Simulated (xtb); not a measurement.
C4H7 (SMILES [CH]=C(C)C), doublet, from a rough starting geometry; GFN2-xTB (xtb).

The xtb input:
```
$ xtb mol.xyz --gfn 2 --uhf 1 --opt vtight --json

# file mol.xyz
11

C     -0.02063120     0.10396199     1.78548882
C     -0.02490596     0.08454004     0.45530359
H     -0.02768576    -0.85304883     2.29276229
C     -0.06135909     1.42485279    -0.44371586
H      0.02880567     2.26678417     0.20549270
H      0.89411891     1.36007296    -1.04262062
H     -0.89401509     1.39589771    -1.09862769
C     -0.00772952    -1.17925980    -0.40858263
H      0.00961715    -2.01059245     0.27954814
H     -0.87263486    -1.27201181    -1.05263823
H      0.91375456    -1.25913229    -1.05534458
```

Problem. Write the output that xtb gives for this input, abridged.

Solution. 
```
   ID    Z sym.   atoms
    1    6 C      1, 2, 4, 8
    2    1 H      3, 5-7, 9-11

           -------------------------------------------------
          |                Calculation Setup                |
           -------------------------------------------------

           -------------------------------------------------
          |                 G F N 2 - x T B                 |
           -------------------------------------------------

          ...................................................
          :                      SETUP                      :
          :.................................................:
          :  # basis functions                  23          :
          :  # atomic orbitals                  23          :
          :  # shells                           15          :
          :  # electrons                        23          :
          :  max. iterations                   250          :
          :  Hamiltonian                  GFN2-xTB          :
          :  restarted?                      false          :
          :  GBSA solvation                  false          :
          :  PC potential                    false          :
          :  electronic temp.          300.0000000     K    :
          :  accuracy                    1.0000000          :
          :  -> integral cutoff          0.2500000E+02      :
          :  -> integral neglect         0.1000000E-07      :
          :  -> SCF convergence          0.1000000E-05 Eh   :
          :  -> wf. convergence          0.1000000E-03 e    :
          :  Broyden damping             0.4000000          :
          :  net charge                          0          :
          :  unpaired electrons                  1          :
          ...................................................

 iter      E             dE          RMSdq      gap      omega  full diag
   1    -12.1580098 -0.121580E+02  0.400E+00    3.98       0.0  T
   2    -12.1706694 -0.126597E-01  0.235E+00    3.79       1.0  T
   3    -12.1531327  0.175368E-01  0.155E+00    4.22       1.0  T
   4    -12.1736705 -0.205378E-01  0.410E-01    3.85       1.0  T
   5    -12.1745336 -0.863078E-03  0.769E-02    3.91       1.0  T
   6    -12.1745367 -0.313824E-05  0.457E-02    3.91       1.0  T
   7    -12.1745380 -0.125839E-05  0.896E-03    3.91       3.4  T
   8    -12.1745383 -0.355330E-06  0.409E-03    3.91       7.4  T
   9    -12.1745384 -0.577557E-07  0.447E-04    3.91      67.5  T
  10    -12.1745384 -0.278396E-09  0.179E-04    3.91     168.3  T

   *** convergence criteria satisfied after 10 iterations ***

         :::::::::::::::::::::::::::::::::::::::::::::::::::::
         ::                     SUMMARY                     ::
         :::::::::::::::::::::::::::::::::::::::::::::::::::::
         :: total energy             -11.983968330213 Eh    ::
         :: gradient norm              0.113816540197 Eh/a0 ::
         :: HOMO-LUMO gap              3.914543855696 eV    ::
         ::.................................................::
         :: SCC energy               -12.174534403673 Eh    ::
         :: -> isotropic ES            0.002726873266 Eh    ::
         :: -> anisotropic ES          0.003966342251 Eh    ::
         :: -> anisotropic XC          0.010146110543 Eh    ::
         :: -> dispersion             -0.004840737291 Eh    ::
         :: repulsion energy           0.190566073460 Eh    ::
         :: add. restraining           0.000000000000 Eh    ::
         :: total charge              -0.000000000000 e     ::
         :::::::::::::::::::::::::::::::::::::::::::::::::::::

      -----------------------------------------------------------
     |                   =====================                   |
     |                        A N C O P T                        |
     |                   =====================                   |
     |               Approximate Normal Coordinate               |
[...]
 * total energy  :   -11.9839683 Eh     change       -0.1087166E-09 Eh
 * total energy  :   -11.9978496 Eh     change       -0.1388125E-01 Eh
 * total energy  :   -12.0007286 Eh     change       -0.2879034E-02 Eh
 * total energy  :   -12.0013172 Eh     change       -0.5885605E-03 Eh
 * total energy  :   -12.0017390 Eh     change       -0.4217931E-03 Eh
 * total energy  :   -12.0019836 Eh     change       -0.2446660E-03 Eh
 * total energy  :   -12.0020723 Eh     change       -0.8868132E-04 Eh
 * total energy  :   -12.0020867 Eh     change       -0.1435483E-04 Eh
 * total energy  :   -12.0020880 Eh     change       -0.1292582E-05 Eh
 * total energy  :   -12.0020886 Eh     change       -0.6575639E-06 Eh
 * total energy  :   -12.0020887 Eh     change       -0.2947970E-07 Eh
   *** GEOMETRY OPTIMIZATION CONVERGED AFTER 11 ITERATIONS ***
         :: total energy             -12.002088653779 Eh    ::
[...]
        10        2.0000           -0.4427471             -12.0478
        11        2.0000           -0.3857601             -10.4971
        12        1.0000           -0.3122446              -8.4966 (HOMO)
        13                         -0.1774940              -4.8299 (LUMO)
        14                          0.0938144               2.5528
        15                          0.1396340               3.7996
        16                          0.1611900               4.3862
        17                          0.1958026               5.3281
        18                          0.2030004               5.5239
        19                          0.2235355               6.0827
        20                          0.2268718               6.1735
        21                          0.2524967               6.8708
        22                          0.3370520               9.1717
        23                          0.7777250              21.1630
      -------------------------------------------------------------
                  HL-Gap            0.1347506 Eh            3.6668 eV
             Fermi-level           -0.2969358 Eh           -8.0800 eV

     #   Z          covCN         q      C6AA      α(0)
     1   6 C        1.920    -0.131    34.770     9.523
     2   6 C        2.933     0.025    27.437     8.590
     3   1 H        0.927     0.047     2.352     2.398
     4   6 C        3.760    -0.104    22.537     6.768
     5   1 H        0.925     0.045     2.385     2.415
     6   1 H        0.925     0.043     2.404     2.425
     7   1 H        0.925     0.043     2.404     2.425
     8   6 C        3.757    -0.101    22.488     6.761
     9   1 H        0.925     0.038     2.480     2.463
    10   1 H        0.925     0.047     2.358     2.402
    11   1 H        0.925     0.047     2.359     2.402

 Mol. C6AA /au·bohr⁶  :        986.334828
 Mol. C8AA /au·bohr⁸  :      22004.490342
 Mol. α(0) /au        :         48.570126

Wiberg/Mayer (AO) data.
largest (>0.10) Wiberg bond orders for each atom

 ---------------------------------------------------------------------------
     #   Z sym  total        # sym  WBO       # sym  WBO       # sym  WBO
 ---------------------------------------------------------------------------
     1   6 C    3.227 --     2 C    2.036     3 H    0.974
     2   6 C    3.984 --     1 C    2.036     4 C    0.995     8 C    0.942
     3   1 H    0.997 --     1 C    0.974
     4   6 C    3.996 --     2 C    0.995     5 H    0.987     6 H    0.974
                             7 H    0.974
     5   1 H    0.998 --     4 C    0.987
     6   1 H    0.998 --     4 C    0.974
     7   1 H    0.998 --     4 C    0.974
     8   6 C    3.986 --     9 H    0.988    11 H    0.973    10 H    0.973
                             2 C    0.942
     9   1 H    0.999 --     8 C    0.988
    10   1 H    0.998 --     8 C    0.973
    11   1 H    0.998 --     8 C    0.973
 ---------------------------------------------------------------------------

Topologies differ in total number of bonds
Writing topology from bond orders to xtbtopo.mol

molecular dipole:
                 x           y           z       tot (Debye)
 q only:        0.004      -0.053      -0.341
   full:        0.005      -0.198      -0.424       1.190
molecular quadrupole (traceless):
                xx          xy          yy          xz          yz          zz
 q only:       -0.327       0.002       0.906       0.010      -0.419      -0.579
  q+dip:       -1.129       0.016       0.369      -0.009      -1.631       0.761
   full:       -0.519       0.013       0.841       0.008      -1.303      -0.322

optimized geometry written to: xtbopt.xyz

           -------------------------------------------------
          | TOTAL ENERGY              -12.002088653779 Eh   |
          | GRADIENT NORM               0.000053354763 Eh/α |
          | HOMO-LUMO GAP               3.666751099840 eV   |
           -------------------------------------------------
```
